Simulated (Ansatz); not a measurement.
B9N9H24⁻, a nanocrystal cut from wurtzite BN (hydrogen-capped), relaxed as a doublet with UKS PBE-D4/def2-SVP in Ansatz, starting from the PBE-D4/def2-SVP geometry of the neutral singlet. Force threshold 0.03 eV/Å.

The highest occupied level of the relaxed charge -1 doublet lies above zero (up to 2.85 eV). By energy differences it is unbound by 0.95 eV (each at its own geometry, against the charge 0 singlet, at PBE0-D4/def2-TZVP) and held by the finite basis.

Start:

```xyz
42

B    -0.852   -1.419   -2.654
N    -2.197   -0.969   -1.882
N     0.326   -0.934   -1.709
B     0.336    0.631   -1.562
B    -1.929   -0.229   -0.505
N    -1.025    1.023   -0.789
N     1.519    1.091   -0.635
B     1.557    2.669   -0.485
B    -0.746    1.777    0.560
N     0.164    3.037    0.245
B     0.283   -1.664   -0.318
N    -1.076   -1.182    0.406
N     1.467   -1.181    0.597
B     1.488    0.382    0.768
B    -0.798   -0.474    1.779
N     0.082    0.783    1.449
B     1.452   -1.916    2.000
N     0.060   -1.458    2.680
H    -0.804   -0.842   -3.739
H    -0.847   -2.645   -2.760
H    -2.764   -0.359   -2.485
H    -2.798   -1.785   -1.713
H     1.180   -1.222   -2.205
H     0.391    1.180   -2.658
H    -2.999    0.077    0.016
H    -1.564    1.659   -1.389
H     2.407    0.861   -1.099
H     1.580    3.210   -1.590
H     2.488    3.015    0.240
H    -1.782    2.141    1.111
H    -0.371    3.702   -0.328
H     0.346    3.546    1.119
H     0.298   -2.884   -0.455
H    -1.649   -2.012    0.600
H     2.354   -1.475    0.167
H     2.432    0.739    1.466
H    -1.836   -0.174    2.366
H     0.279    1.260    2.337
H     1.436   -3.137    1.851
H     2.383   -1.529    2.704
H    -0.509   -2.282    2.912
H     0.239   -1.011    3.588
```

```json
{"step": "1", "energy (eV)": "-19865.0174", "largest force component (eV/Å)": "0.763", "SCF passes": "25"}
{"step": "2", "energy (eV)": "-19865.0937", "largest force component (eV/Å)": "0.382", "SCF passes": "25"}
{"step": "3", "energy (eV)": "-19865.1083", "largest force component (eV/Å)": "0.085", "SCF passes": "26"}
{"step": "4", "energy (eV)": "-19865.1090", "largest force component (eV/Å)": "0.019", "SCF passes": "16"}
```

Force components are those of the run's own axes.

End:

| atom | x (Å) | y (Å) | z (Å) |
| --- | --- | --- | --- |
| B1 | -0.853 | -1.417 | -2.649 |
| N2 | -2.190 | -0.969 | -1.881 |
| N3 | 0.328 | -0.935 | -1.710 |
| B4 | 0.327 | 0.633 | -1.556 |
| B5 | -1.913 | -0.231 | -0.507 |
| N6 | -1.022 | 1.023 | -0.793 |
| N7 | 1.521 | 1.090 | -0.636 |
| B8 | 1.553 | 2.666 | -0.483 |
| B9 | -0.736 | 1.767 | 0.553 |
| N10 | 0.167 | 3.031 | 0.242 |
| B11 | 0.274 | -1.660 | -0.313 |
| N12 | -1.072 | -1.186 | 0.404 |
| N13 | 1.469 | -1.181 | 0.595 |
| B14 | 1.478 | 0.384 | 0.771 |
| B15 | -0.787 | -0.475 | 1.768 |
| N16 | 0.088 | 0.783 | 1.448 |
| B17 | 1.448 | -1.913 | 1.999 |
| N18 | 0.064 | -1.456 | 2.674 |
| H19 | -0.803 | -0.844 | -3.744 |
| H20 | -0.845 | -2.648 | -2.766 |
| H21 | -2.763 | -0.326 | -2.467 |
| H22 | -2.798 | -1.789 | -1.675 |
| H23 | 1.202 | -1.213 | -2.187 |
| H24 | 0.391 | 1.181 | -2.660 |
| H25 | -2.993 | 0.074 | 0.009 |
| H26 | -1.579 | 1.674 | -1.403 |
| H27 | 2.407 | 0.832 | -1.102 |
| H28 | 1.586 | 3.213 | -1.592 |
| H29 | 2.493 | 3.017 | 0.239 |
| H30 | -1.774 | 2.142 | 1.107 |
| H31 | -0.401 | 3.682 | -0.339 |
| H32 | 0.333 | 3.522 | 1.145 |
| H33 | 0.298 | -2.886 | -0.456 |
| H34 | -1.664 | -2.032 | 0.606 |
| H35 | 2.354 | -1.462 | 0.141 |
| H36 | 2.433 | 0.740 | 1.468 |
| H37 | -1.827 | -0.178 | 2.365 |
| H38 | 0.283 | 1.272 | 2.359 |
| H39 | 1.441 | -3.142 | 1.852 |
| H40 | 2.389 | -1.533 | 2.706 |
| H41 | -0.538 | -2.278 | 2.889 |
| H42 | 0.229 | -0.975 | 3.582 |

By distances, no bond broke or formed. The bond that changes most is N16–H38, from 1.03 to 1.05 Å (atoms count from 1).

No frequencies were taken in this run, so the end may be a saddle point.

Run time 34 s (2 threads of AMD EPYC 7R13 on a shared host and a share (18 GiB) of an NVIDIA H100 80GB HBM3).
